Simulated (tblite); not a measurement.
Compound: C5H4ClFN (doublet state).
Numbering: `[N:1]=[CH:2]/[CH:3]=[CH:4]/[C:5]([F:6])=[CH:7]/[Cl:8]` (hydrogens: H9 on C2; H10 on C3; H11 on C4; H12 on C7)

Computed geometry: GFN2-xTB, gas phase. This method treats the open shell by occupation alone, without spin polarisation.

Q: List the bond lengths, angles and torsions at this level.

A: 
| bond | length (Å) |
| --- | --- |
| N1=C2 | 1.228 |
| C2–C3 | 1.459 |
| C3=C4 | 1.341 |
| C4–C5 | 1.440 |
| C5–F6 | 1.346 |
| C5=C7 | 1.341 |
| C7–Cl8 | 1.707 |
| C2–H9 | 1.102 |
| C3–H10 | 1.080 |
| C4–H11 | 1.081 |
| C7–H12 | 1.077 |

A selection of angles:
| angle | degrees |
| --- | --- |
| N1–C2–C3 | 127.4 |
| N1–C2–H9 | 119.5 |
| C3–C2–H9 | 113.0 |
| C2–C3–C4 | 122.8 |
| C2–C3–H10 | 115.9 |
| C4–C3–H10 | 121.3 |
| C3–C4–C5 | 123.2 |
| C3–C4–H11 | 121.5 |
| C5–C4–H11 | 115.3 |
| C4–C5–F6 | 115.9 |
| C4–C5–C7 | 124.4 |
| F6–C5–C7 | 119.7 |
| C5–C7–Cl8 | 123.5 |
| C5–C7–H12 | 121.0 |
| Cl8–C7–H12 | 115.5 |

Torsions: N1–C2–C3–C4 180° (antiperiplanar); C2–C3–C4–C5 180° (antiperiplanar); C3–C4–C5–F6 0° (synperiplanar); C4–C5–C7–Cl8 180° (antiperiplanar).

The C–C distances run from 1.341 Å (C3=C4, drawn double) to 1.459 Å (C2–C3, drawn single), a spread of 0.118 Å. C4 (carbon bonded to 2 C and H) is planar (angles 123.2°, 121.5° and 115.3°, sum 360.0°, 0.00 Å off the plane of its three neighbours). C3 (carbon bonded to 2 C and H) is planar (angles 122.8°, 121.3° and 115.9°, sum 360.0°, 0.00 Å off the plane of its three neighbours). C2 (carbon bonded to C, N and H) is planar (angles 127.4°, 119.5° and 113.0°, sum 360.0°, 0.00 Å off the plane of its three neighbours). The 8 heavy atoms lie in one plane (0.001 Å rms). C7 (carbon bonded to C, Cl and H) is planar (angles 123.5°, 121.0° and 115.5°, sum 360.0°, 0.00 Å off the plane of its three neighbours). Of the pairs four or more bonds apart, F6···H10 is among the closest relative to their van der Waals radii: 2.46 Å, 92 % of the sum of Bondi's values.

Point group: Cs (every atom within 0.08 Å of its image). Its GFN2-xTB frequencies are all real (lowest 56 cm⁻¹). 2 starts were optimised and ended at 0.00 and 0.30 kcal/mol (GFN2-xTB); the lowest of these is shown.

One conformer stands for the species.
